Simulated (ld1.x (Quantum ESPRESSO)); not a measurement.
**Before and after: TM semilocal potential for Ar**

| Property | Result |
| --- | --- |
| Element | Ar |
| Generator | ld1.x (Quantum ESPRESSO) 7.5 |
| Type | norm-conserving Troullier–Martins (semilocal form) |
| Functional | BLYP |
| Relativity | scalar-relativistic |
| Frozen core | [Ne] |
| Valence charge | 8 |
| Reference configuration | 3s2 3p6 |
| Partial waves | 3s (bound): rc 1.10 bohr; 3p (bound): rc 1.25 bohr; 3d channel at 0.05 Ry: rc 1.30 bohr |
| Local potential | the d channel |
| Core correction | a·sin(br)/r model core, default radius (core density twice the valence density) |

Change: wave 3s (bound): rc 1.10 bohr becomes 3s (bound): rc 1.64 bohr.

Cutoffs: the cutoffs (Ry, on a coarse ladder) from which the occupation-weighted sum of valence levels, in a spherical-Bessel basis at the reference potential, stays within 10 and 1 mRy of its value at 400 Ry; they do not see the model core or the augmentation charge, which bear on the density cutoff. Errors are all-electron minus pseudo energies relative to the spin-unpolarised reference configuration.

Problem. What does the change do?

Solution. The potential gets softer (70 Ry and 110 Ry → 45 Ry and 70 Ry); of the 6 tests that both files solve, the error grows in 6 and shrinks in 0 by more than 15 % and 0.3 meV (median size 12.6 → 24.7 meV); neither file shows a bound ghost. A larger radius leaves more room for a smooth pseudo-wave, so fewer plane waves are needed. More of the atom is replaced by a form fitted at one configuration, so other configurations suffer. A semilocal file is local in each channel, so a ghost entry of none says nothing of the separable form that plane-wave codes build from it.

```csv
quantity,base,changed
"cutoff, loose",70 Ry,45 Ry
"cutoff, tight",110 Ry,70 Ry
loose cutoff by channel (10 mRy a level),"s 50 Ry, p 15 Ry","s 25 Ry, p 15 Ry"
bound ghosts,none,none
"error for 3s2 3p5, meV [ΔE 15.92 eV]",+2.4,+4.7
"error for 3s2 3p4, meV [ΔE 44.43 eV]",+22,+37
"error for 3s2 3p3, meV [ΔE 86.87 eV]",+78,+128
"error for 3s2 3p2, meV [ΔE 144.38 eV]",+201,+325
"error for 3s1 3p6, meV [ΔE 30.50 eV]",+3.6,-13
"error for 3s2 3p5.5, meV [ΔE 6.48 eV]",0.0,+0.5
```
